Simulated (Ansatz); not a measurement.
**How methods differ on BrCl (bromine chloride)**

The species is BrCl (2 atoms), meant as a singlet with charge 0. As SMILES, `ClBr`. Geometry: the measured bond length.

```tsv
atom	x (Å)	y (Å)	z (Å)
Cl	0.0000	0.0000	0.0000
Br	0.0000	0.0000	2.1361
```

Quantity: the energy change with the Cl1–Br2 bond stretched from 2.136 to 2.670 Å, in eV. The values are calculated.

```tsv
level	kind	program	value (eV)	less FCI/STO-3G
r2SCAN/STO-3G (restricted)	meta-GGA	Ansatz	1.06	+0.21
BHLYP/STO-3G (restricted)	global hybrid	Ansatz	1.44	+0.59
r2SCAN0/STO-3G (restricted)	hybrid meta-GGA	Ansatz	1.34	+0.49
CAM-B3LYP/STO-3G (restricted)	range-separated hybrid	Ansatz	1.35	+0.50
wB97X/STO-3G (restricted)	range-separated hybrid	Ansatz	1.51	+0.66
B2PLYP/STO-3G (restricted)	double hybrid	Ansatz	1.19	+0.34
CCSDT(Q)/STO-3G (restricted)	coupled cluster or CI	Ansatz	0.85	0.00
CCSDTQ/STO-3G (restricted)	coupled cluster or CI	Ansatz	0.85	0.00
FCI/STO-3G	exact in the basis	Ansatz	0.85	0.00
```

FCI/STO-3G is exact within its basis and frozen core, so for wave-function methods in that basis the difference is their error; functionals converge differently with the basis, so for them it is only a difference. All-electron rows without a relativistic Hamiltonian named are non-relativistic. The first shape isn't each level's own minimum. The values span 0.85 to 1.51 eV. All rows use very small basis sets, so even the best lies far from the true value. In the correlated wave-function rows the outer d shell of Br is correlated, in sets not made for it.
